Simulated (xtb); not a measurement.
tert-butylthiol (C4H10S), singlet, from a rough starting geometry; GFN2-xTB (xtb).

Here is a job for xtb.
```
$ xtb mol.xyz --gfn 2 --opt vtight --json

# file mol.xyz
15

C     -0.01454083     1.27430913    -0.59573247
C      0.10603797    -0.00957469     0.19565463
C      0.47771219    -1.22547542    -0.58716304
C     -1.27547939    -0.25061509     0.83298444
S      1.30558913     0.21969160     1.58175595
H     -0.75553727     1.15481720    -1.47642366
H     -0.20488459     2.17958506    -0.07009775
H      1.05835061     1.42550806    -1.15417135
H      0.54009404    -2.05455925    -0.00597698
H     -0.24068857    -1.41371813    -1.40025966
H      1.42539432    -1.00810691    -1.10838802
H     -1.26983541    -1.07213575     1.54234952
H     -1.47556509     0.66150443     1.54363538
H     -2.07623256    -0.35530532     0.11686591
H      2.36902356     0.46550776     0.72642343
```

What the program printed (banner, timings and long lists left out):

```
   ID    Z sym.   atoms
    1    6 C      1-4
    2   16 S      5
    3    1 H      6-15

           -------------------------------------------------
          |                Calculation Setup                |
           -------------------------------------------------

           -------------------------------------------------
          |                 G F N 2 - x T B                 |
           -------------------------------------------------

          ...................................................
          :                      SETUP                      :
          :.................................................:
          :  # basis functions                  36          :
          :  # atomic orbitals                  35          :
          :  # shells                           21          :
          :  # electrons                        32          :
          :  max. iterations                   250          :
          :  Hamiltonian                  GFN2-xTB          :
          :  restarted?                      false          :
          :  GBSA solvation                  false          :
          :  PC potential                    false          :
          :  electronic temp.          300.0000000     K    :
          :  accuracy                    1.0000000          :
          :  -> integral cutoff          0.2500000E+02      :
          :  -> integral neglect         0.1000000E-07      :
          :  -> SCF convergence          0.1000000E-05 Eh   :
          :  -> wf. convergence          0.1000000E-03 e    :
          :  Broyden damping             0.4000000          :
          :  net charge                          0          :
          :  unpaired electrons                  0          :
          ...................................................

 iter      E             dE          RMSdq      gap      omega  full diag
   1    -17.0364262 -0.170364E+02  0.338E+00    5.11       0.0  T
   2    -17.0822611 -0.458348E-01  0.217E+00    4.49       1.0  T
   3    -17.0860592 -0.379807E-02  0.906E-01    4.47       1.0  T
   4    -17.0875132 -0.145407E-02  0.347E-01    4.29       1.0  T
   5    -17.0876839 -0.170716E-03  0.143E-01    4.30       1.0  T
   6    -17.0877105 -0.266061E-04  0.322E-02    4.29       1.0  T
   7    -17.0877114 -0.811489E-06  0.121E-02    4.29       2.1  T
   8    -17.0877115 -0.157886E-06  0.235E-03    4.30      11.0  T
   9    -17.0877115 -0.247590E-08  0.770E-04    4.29      33.5  T
[...]
         :: total energy             -16.888546584426 Eh    ::
 * total energy  :   -16.8885466 Eh     change       -0.4094503E-10 Eh
 * total energy  :   -16.9105198 Eh     change       -0.2197320E-01 Eh
 * total energy  :   -16.9128414 Eh     change       -0.2321657E-02 Eh
 * total energy  :   -16.9132895 Eh     change       -0.4480284E-03 Eh
 * total energy  :   -16.9133095 Eh     change       -0.2005696E-04 Eh
 * total energy  :   -16.9133171 Eh     change       -0.7622014E-05 Eh
 * total energy  :   -16.9133203 Eh     change       -0.3183221E-05 Eh
 * total energy  :   -16.9133216 Eh     change       -0.1231625E-05 Eh
 * total energy  :   -16.9133225 Eh     change       -0.9200353E-06 Eh
 * total energy  :   -16.9133228 Eh     change       -0.3285714E-06 Eh
 * total energy  :   -16.9133228 Eh     change       -0.3147252E-07 Eh
   *** GEOMETRY OPTIMIZATION CONVERGED AFTER 11 ITERATIONS ***
         :: total energy             -16.913322840275 Eh    ::
[...]

 Mol. C6AA /au·bohr⁶  :       2121.923309
 Mol. C8AA /au·bohr⁸  :      57144.877595
 Mol. α(0) /au        :         71.075642

Wiberg/Mayer (AO) data.
largest (>0.10) Wiberg bond orders for each atom

 ---------------------------------------------------------------------------
     #   Z sym  total        # sym  WBO       # sym  WBO       # sym  WBO
 ---------------------------------------------------------------------------
     1   6 C    3.995 --     2 C    1.007     7 H    0.985     8 H    0.985
                             6 H    0.979
     2   6 C    3.970 --     3 C    1.007     1 C    1.007     4 C    1.006
                             5 S    0.944
     3   6 C    3.995 --     2 C    1.007     9 H    0.985    11 H    0.985
                            10 H    0.979
     4   6 C    3.995 --     2 C    1.006    12 H    0.985    13 H    0.985
                            14 H    0.981
     5  16 S    1.992 --    15 H    0.964     2 C    0.944
     6   1 H    0.998 --     1 C    0.979
     7   1 H    0.998 --     1 C    0.985
     8   1 H    0.999 --     1 C    0.985
     9   1 H    0.998 --     3 C    0.985
    10   1 H    0.998 --     3 C    0.979
    11   1 H    0.999 --     3 C    0.985
    12   1 H    0.998 --     4 C    0.985
    13   1 H    0.998 --     4 C    0.985
    14   1 H    0.998 --     4 C    0.981
    15   1 H    0.976 --     5 S    0.964
 ---------------------------------------------------------------------------

Topologies differ in total number of bonds
Writing topology from bond orders to xtbtopo.mol

molecular dipole:
                 x           y           z       tot (Debye)
 q only:       -0.180      -0.043      -0.670
   full:       -0.252      -0.061      -0.954       2.512
molecular quadrupole (traceless):
                xx          xy          yy          xz          yz          zz
 q only:        2.140       0.157       1.044      -2.405      -0.498      -3.184
  q+dip:        2.685       0.083       1.844      -3.897      -0.800      -4.529
   full:        3.164       0.301       1.136      -3.850      -0.775      -4.299

optimized geometry written to: xtbopt.xyz

           -------------------------------------------------
          | TOTAL ENERGY              -16.913322840275 Eh   |
          | GRADIENT NORM               0.000078291983 Eh/α |
          | HOMO-LUMO GAP               4.435758560028 eV   |
           -------------------------------------------------

normal termination of xtb
```
